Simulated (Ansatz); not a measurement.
Ansatz (a quantum-chemistry and plane-wave program) input (CCSD(T)/def2-SVPD):

Ansatz 0.2 input:
```yaml
crystal:
  periodic: [false, false, false]
  atoms:
    - {symbol: Si, position_ang: [0.00725721, -1.22095815, 0.37479991]}
    - {symbol: Br, position_ang: [-1.88306352, 0.26912354, -0.02252073]}
    - {symbol: Br, position_ang: [1.88076927, 0.26865779, -0.09691668]}
    - {symbol: H, position_ang: [-0.02130209, -1.72893260, -1.06688950]}
basis:
  gaussian:
    orbitals: def2-SVPD
total_charge: -1
magnetization: {spin_polarized: false}
correlation: {method: ccsd_t, electrons: outside_noble_gas}
output: {forces: true}
```

End of the output:

```
mean field evaluation 4: about -147859.9347 eV, gradient 1.3e0 eV
mean field evaluation 8: about -147859.9554 eV, gradient 4.4e-4 eV
mean field evaluation 16: about -147859.9013 eV, gradient 1.3e0 eV
mean field evaluation 32: about -147850.4993 eV, gradient 8.5e-1 eV
mean field -147859.95542523 eV, -5433.7531387996 hartree, gradient 1.4e-6 eV, S^2 0.000000; 0 other end points of the search recorded, 0 dependent functions left out
33 core orbitals not correlated
reference -147859.95542523 eV, -5433.7531387996 hartree; 10, 10 occupied and 71, 71 virtual orbitals, 1096 factors
densities: 1.32 GiB planned
second order -9.67062013 eV of doubles, -0.00000000 eV of singles
coupled cluster: 1.31 GiB planned
cycle   1  -10.35600066 eV  change   -6.9e-1 eV  update   8.1e-2
cycle   2  -10.62002540 eV  change   -2.6e-1 eV  update   2.6e-2
cycle   3  -10.66561776 eV  change   -4.6e-2 eV  update   1.1e-2
cycle   4  -10.66159843 eV  change    4.0e-3 eV  update   3.1e-3
cycle   5  -10.66059349 eV  change    1.0e-3 eV  update   1.1e-3
cycle   6  -10.66071959 eV  change   -1.3e-4 eV  update   4.6e-4
cycle   7  -10.66077015 eV  change   -5.1e-5 eV  update   2.0e-4
cycle   8  -10.66079289 eV  change   -2.3e-5 eV  update   8.8e-5
cycle   9  -10.66078983 eV  change    3.1e-6 eV  update   3.3e-5
cycle  10  -10.66077969 eV  change    1.0e-5 eV  update   1.2e-5
cycle  11  -10.66078034 eV  change   -6.5e-7 eV  update   4.5e-6
perturbative correction -0.35329658 eV, -0.0129834099 hartree
the calculation of the forces begins
0.78 GiB of device memory are held for the factors and their scratch space
Total energy: -147870.96950215 eV, -5434.1578986610 hartree
Atom 0 at     0.007257    -1.220958     0.374800 Å, force     0.001032    -0.154557     0.053185 eV/Å
Atom 1 at    -1.883064     0.269124    -0.022521 Å, force    -0.057803     0.072629    -0.024784 eV/Å
Atom 2 at     1.880769     0.268658    -0.096917 Å, force     0.056796     0.072615    -0.027049 eV/Å
Atom 3 at    -0.021302    -1.728933    -1.066890 Å, force    -0.000026     0.009312    -0.001352 eV/Å
Dipole moment:    -0.001478     0.140400    -0.075655 e Å
```

It need not be the lowest isomer of its formula. Whether it binds its extra electron was not tested at this geometry.
